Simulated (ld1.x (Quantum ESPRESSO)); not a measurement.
## Which change was made? (Tc, TM)

| Item | Value |
| --- | --- |
| Element | Tc (Z = 43) |
| Generator | ld1.x (Quantum ESPRESSO) 7.5 |
| Type | norm-conserving Troullier–Martins (Kleinman–Bylander form) |
| Functional | LDA (PZ) |
| Relativity | fully relativistic |
| Frozen core | [Kr] |
| Valence charge | 7 |
| Reference configuration | 4d4 5s0 5p0 (charge +3) |
| Partial waves | 5s (bound, empty): rc 2.35 bohr; 5p (bound, empty): rc 2.95 bohr; 4d (bound): rc 1.35 bohr |
| Local potential | all-electron potential smoothed inside 1.50 bohr (lloc = -2) |
| Core correction | none |

Open shells are filled in proportion to 2j + 1 (rel_dist='average').

Cutoffs, loose and tight: the cutoffs (Ry, on a coarse ladder) from which the occupation-weighted sum of valence levels, in a spherical-Bessel basis at the reference potential, stays within 10 and 1 mRy of its value at 400 Ry. They do not see the model core or the augmentation charge, which bear on the density cutoff. Test errors are all-electron minus pseudo excitation energies from the reference, over the configurations 4d5 5s2 5p0; 4d5 5s1 5p0; 4d5 5s0 5p0; 4d5 5s1 5p1; 4d4 5s2 5p0; 4d5 5s1.5 5p0; 4d4 5s2 5p1; variants that change the core or the reference have their own tests. The largest error is taken over the tests solved by every variant that gives reliable tests at all, those not shown here included: 4d4 5s2 5p0; 4d5 5s0 5p0; 4d5 5s1 5p0; 4d5 5s1.5 5p0; 4d5 5s2 5p0.

The base gives: outcome: generated; cutoff, loose: 50 Ry; cutoff, tight: 70 Ry; bound ghosts: s, p3/2, p1/2; largest test error (meV): +177.

Task: After one change the result is: outcome: generated; cutoff, loose: 50 Ry; cutoff, tight: 70 Ry; bound ghosts: s; largest test error (meV): +108. Which change was it?
A. scalar-relativistic
B. reference 4d5 5s2 5p0
C. local potential the s channel

Result: B. The others give: local potential the s channel → outcome: generated; cutoff, loose: 50 Ry; cutoff, tight: 70 Ry; bound ghosts: none; largest test error (meV): +149 | scalar-relativistic → outcome: generated; cutoff, loose: 50 Ry; cutoff, tight: 70 Ry; bound ghosts: s, p; largest test error (meV): +182.
